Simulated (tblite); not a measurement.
C4H9ClO2S.
Atom-mapped SMILES: `[CH3:1][C:2]([CH3:3])([CH3:4])[S:5](=[O:6])(=[O:7])[Cl:8]` (hydrogens: H9, H10, H11 on C1; H12, H13, H14 on C3; H15, H16, H17 on C4)

All values are computed: GFN2-xTB (tblite) harmonic vibrations without scaling, gas phase. The method is semi-empirical: single wavenumbers can be off by several per cent or more.

Question: How many normal modes are there?

Answer: 17 atoms, non-linear: 3N − 6 = 45.

Question: What is the point group of the computed structure, and how do the modes divide by symmetry?

Answer: Cs. The vibrations span 25 a′ + 20 a″.

Question: How many distinct wavenumbers does the calculation give?

Answer: 45: Cs has no degenerate species.

Question: How many fundamentals are allowed in the infrared by symmetry?

Answer: 45 of 45: in Cs every mode is allowed. All fundamentals are allowed in the Raman spectrum.

Question: How large is the harmonic zero-point energy?

Answer: ½Σν̃ = 28579 cm⁻¹ = 81.7 kcal/mol (45 modes); those above 1550 cm⁻¹ give 39.1 kcal/mol of it.

Question: How far is the lowest real mode excited at 200 K, as a harmonic oscillator?

Answer: 67.9 cm⁻¹ is a vibrational temperature θ of 98 K. The population of v = 1 over v = 0 is exp(−θ/T) = 0.61, and the mean quantum number is 1.6.

Shape of the structure used: `[CH3:1][C:2]([CH3:3])([CH3:4])[S:5](=[O:6])(=[O:7])[Cl:8]`: C1–C2–S5–O6 174°.
